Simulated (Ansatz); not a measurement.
**Pulling the pair apart**

The pair of Cu⁺ (SMILES [Cu+], atom 1) and SbH3 (SMILES [SbH3], atoms 2–5), both closed shells, in one local arrangement (a lower one may exist), relaxed at PBE0-D4/def2-TZVP:

```tsv
atom	x (Å)	y (Å)	z (Å)
Cu1	1.6668	0.6203	-1.6508
Sb2	-0.0373	-0.0139	0.0369
H3	-1.0237	1.2232	0.5882
H4	0.5479	-0.6615	1.4670
H5	-1.1538	-1.1679	-0.4414
```

SbH3 is shifted rigidly along the line between the mean atom positions of the two fragments (negative: closer). Counterpoise interaction energies in kcal/mol. Program: Ansatz 0.2.0. Basis: def2-TZVPPD. Cores are frozen in the correlated methods. The 3s and 3p shells of Cu and Zn are frozen; filled d shells are correlated. Core potentials replace the inner electrons of the atoms past krypton. The def2 sets are not built for correlating such inner shells, so the correlated values are less sure here.

| shift (Å) | PBE-D4 | HF | wB97M-V |
| --- | --- | --- | --- |
| -0.25 | -58.60 | -18.17 | -45.63 |
| -0.12 | -63.57 | -27.53 | -51.38 |
| 0.00 | -64.47 | -32.37 | -52.92 |
| 0.12 | -62.97 | -34.31 | -51.91 |
| 0.30 | -58.75 | -34.07 | -48.18 |
| 0.62 | -49.13 | -29.40 | -38.80 |
| 1.24 | -32.87 | -18.23 | -22.67 |
| 2.48 | -17.87 | -6.32 | -6.88 |

Task: What does CCSD(T) give at these shifts? (An estimate is asked for; the value comes from the calculation.)

Result: By the calculation: -38.05, -44.14, -46.13, -45.62, -42.61, -34.37, -19.62, -5.82 kcal/mol. For zero shift, CCSD(T) at an estimated basis limit (MP2 extrapolated from triple and quadruple zeta, plus CCSD(T) − MP2 in triple zeta) gives -50.93 kcal/mol. These are counterpoise interaction energies, counted from the two frozen fragments.

No T1 diagnostic of these runs exceeds 0.018.

For scale, one of the runs: CCSD(T)/def2-TZVPPD, 174 basis functions, launched by `ansatz run in.yaml --threads 4 --pin off --events-out ev --progress --plain --max-ram 9574MiB`. Hardware: 4 CPU threads of an Intel Xeon Platinum 8488C, shared host. Wall time 16 s; peak host memory 1.1 GiB.
